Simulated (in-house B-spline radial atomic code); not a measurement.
Multiplet parameters of the 3d2 shell in Cd XXIX (Cd28+) ([Ar] 3d2). Computed with an all-electron radial atomic-structure program (B-spline basis): non-relativistic Hartree-Fock, average of configuration, point nucleus.

Slater integrals: F^2 = 352044 cm⁻¹, F^4 = 227377 cm⁻¹. Central-field spin-orbit parameter ζ(3d) = 30670 cm⁻¹ (bare central field on non-relativistic orbitals, without two-electron terms: too large for light atoms, too small for heavy ones).

What are Racah's B and C?

B = F^2/49 - 5F^4/441 = 4607 cm⁻¹, C = 35F^4/441 = 18046 cm⁻¹, C/B = 3.92.

Where do the terms lie in LS coupling, without spin-orbit interaction?

In cm⁻¹ above the Hund's-rule term:
| term | expression | energy |
| --- | --- | --- |
| 3F | 0B + 0C | 0 |
| 1D | 5B + 2C | 59125 |
| 3P | 15B + 0C | 69099 |
| 1G | 12B + 2C | 91371 |
| 1S | 22B + 7C | 227666 |

Is LS coupling a fair picture here?

Fits to spectra need these integrals scaled down, since correlation screens the repulsion. Here ζ is 6.66 times B, so spin-orbit coupling rivals the gaps between some terms: low levels can stay fairly pure, while close terms of equal J mix strongly.
